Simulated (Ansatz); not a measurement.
CH$_{8}$N$_{2}$OSi, SMILES `NC(N)(O)[SiH3]`. Total charge 0; spin multiplicity 1. The geometry is a stationary point of PBE0-D4/def2-TZVP. It is one conformer, not always the lowest.

```xyz
13

N    -1.188   -0.009   -1.021
C    -0.141   -0.380   -0.120
N     0.854   -1.064   -0.910
O    -0.504   -1.354    0.863
Si    0.550    1.189    0.752
H    -1.546   -0.839   -1.485
H    -1.947    0.473   -0.558
H     1.205   -0.462   -1.642
H     1.618   -1.389   -0.333
H    -1.118   -0.946    1.480
H    -0.505    1.854    1.575
H     1.065    2.159   -0.250
H     1.658    0.768    1.649
```

Problem. What is the dipole moment at ωB97M-V/def2-TZVPP? (Estimate.)

Solution. The calculation gave: 1.34 D, with components (-0.60, 1.07, 0.54) D in this frame, pointing from negative to positive charge.

Problem. And with PBE, r2SCAN, B3LYP? (Best estimate.)

Solution. Computed: PBE 1.05 D, r2SCAN 1.15 D, B3LYP 1.26 D.

Problem. Give the Mulliken charges with ωB97M-V, B3LYP, r2SCAN in def2-TZVPP. (Best estimate.)

Solution. Ansatz gave: 
```tsv
atom	ωB97M-V	B3LYP	r2SCAN
N1	-0.27	-0.32	-0.33
C2	0.11	0.20	0.18
N3	-0.27	-0.31	-0.32
O4	-0.27	-0.30	-0.31
Si5	0.16	0.23	0.25
H6	0.12	0.13	0.14
H7	0.10	0.12	0.13
H8	0.12	0.14	0.15
H9	0.12	0.14	0.15
H10	0.16	0.17	0.19
H11	-0.04	-0.08	-0.09
H12	-0.02	-0.06	-0.07
H13	-0.02	-0.06	-0.07
```

B3LYP here is the variant with VWN-RPA as its local correlation; programs differ in this.
